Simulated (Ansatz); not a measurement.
Born–Oppenheimer molecular dynamics of CH₅BFP (9 atoms, charge 0, multiplicity 1). It starts from a relaxed structure.

The calculation used Ansatz, RKS BHLYP-D4/def2-SVP.

```
ensemble        : NVT, Nosé–Hoover chain
time step       : 1 fs
steps asked     : 100
set temperature : 300 K
thermostat      : time constant 3 fs, chain length 1
seed            : 523581
```

First frame:

```xyz
9
Properties=species:S:1:pos:R:3
F -1.159 1.030 -1.060
C 0.168 1.040 -0.701
B 0.614 -0.189 0.149
P -0.512 -1.664 0.434
H 0.779 1.099 -1.613
H 0.376 1.964 -0.142
H 1.757 -0.238 0.504
H -1.759 -1.051 0.662
H -0.175 -2.038 1.750
```

(1) How far do the bonds stretch over the last three quarters of this one trajectory? (Pairs bonded in most of those frames.)

## Answers

(1) 
```json
{"bond": "F1–C2", "mean (Å)": "1.385", "spread (Å)": "0.029", "shortest": "1.33", "longest": "1.43"}
{"bond": "C2–B3", "mean (Å)": "1.580", "spread (Å)": "0.027", "shortest": "1.54", "longest": "1.64"}
{"bond": "C2–H5", "mean (Å)": "1.102", "spread (Å)": "0.017", "shortest": "1.08", "longest": "1.13"}
{"bond": "C2–H6", "mean (Å)": "1.097", "spread (Å)": "0.011", "shortest": "1.08", "longest": "1.12"}
{"bond": "B3–P4", "mean (Å)": "1.902", "spread (Å)": "0.073", "shortest": "1.79", "longest": "2.03"}
{"bond": "B3–H7", "mean (Å)": "1.204", "spread (Å)": "0.039", "shortest": "1.15", "longest": "1.26"}
{"bond": "P4–H8", "mean (Å)": "1.409", "spread (Å)": "0.031", "shortest": "1.36", "longest": "1.46"}
{"bond": "P4–H9", "mean (Å)": "1.410", "spread (Å)": "0.012", "shortest": "1.39", "longest": "1.43"}
```

Mean temperature of the second half: 301 K. The conserved energy stayed within 0.74 meV per atom of its start (net change 0.44 meV per atom), so the integration is sound. A run of 0.1 ps of so small a system gives no equilibrium averages.

The run took 3 min on 1 thread of Intel(R) Xeon(R) 6975P-C (Granite Rapids), on a shared host, peak memory 0.17 GiB.
